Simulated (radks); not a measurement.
The numbers below are computed, except where a source is named.
Species: the nickel ion Ni2+. Configuration: [Ar] 3d8 (the NIST ground configuration). Code: a radial shooting solver on a logarithmic mesh with Libxc functionals. Model: Dirac Kohn-Sham, Wu-Cohen GGA, spin-unpolarised, spherical densities, finite nucleus; open shells fill j = l - 1/2 first; Fermi nuclear charge, rms radius 3.7757 fm.

Spin-orbit splittings of the eigenvalues, e(l+1/2) - e(l-1/2), with zeta = 2 splitting/(2l+1) and mean radii in bohr:

shell,occ.,splitting (eV),zeta (eV),<r> j=l-1/2,<r> j=l+1/2
2p,6,17.49,11.66,0.2131,0.2163
3p,6,2.206,1.471,0.7726,0.7827
3d,8,0.2459,0.09837,0.9643,0.9700
4p,0,0.1531,0.1021,2.824,2.851
